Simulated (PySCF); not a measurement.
Static response to an electric field

C3H4O3S.
Geometry (GFN2-xTB, Å), atoms numbered from 1 in this order:
```
atom  x, y, z in Å
O1     1.241    0.546    2.026
S2     1.181   -0.229    0.826
O3     1.538   -1.605    0.839
O4     2.065    0.535   -0.281
C5    -0.412   -0.085    0.112
C6    -1.695    0.097    0.216
C7    -1.196   -0.246   -1.161
H8     2.333    1.387    0.065
H9    -2.550    0.317    0.805
H10   -1.367   -1.239   -1.557
H11   -1.132    0.526   -1.917
```

Level: PBE0/def2-SVPD (PySCF), static field, nuclei fixed, core orbitals frozen in the response. The polarisability tensor in these axes (au):

```
x   74.59 -0.95  6.94
y   -0.95 53.86  1.59
z    6.94  1.59 62.48
```

Give the principal values, the mean and the anisotropy Δα = √{½[(α1 − α2)² + (α2 − α3)² + (α1 − α3)²]}.

Principal values 53.29, 59.89 and 77.75 au; mean 63.64 au = 9.43 Å³ = 10.49 × 10⁻⁴⁰ C²·m²/J; Δα = 21.91 au (34 % of the mean).

What is the dipole moment, and where does it point?

(-2.32, 2.41, -1.97) D, 3.88 D in size, pointing from the negative to the positive side. Measured along this direction, the outermost atoms are O3 at the negative end and H11 at the positive end.

Along which axes do the principal values lie, and how far do the nuclei extend along each?

Largest value along (0.91, -0.01, 0.41), where the nuclei span 4.13 Å; middle along (-0.39, 0.29, 0.87), 2.98 Å; least along (0.13, 0.96, -0.26), 3.17 Å. The strongest response lies along the longest span, while the other two are in reverse order.

Estimate the molar refractivity from the static electronic polarisability.

Lorentz–Lorenz: R = (4π/3)N_A α = 2.5225 cm³/(mol·Å³) × 9.43 Å³ = 23.8 cm³/mol, in the limit of long wavelengths.

Orientational against electronic polarisability at 400 K (dilute gas, rigid molecules)?

In Gaussian units μ²/3kT = 90.71 Å³ against 9.43 Å³, a ratio of 9.62; the Debye molar polarisation (4π/3)N_A(α + μ²/3kT) is 252.6 cm³/mol, leaving out the vibrational part.

Geometry: GFN2-xTB, one conformer, isolated molecule.
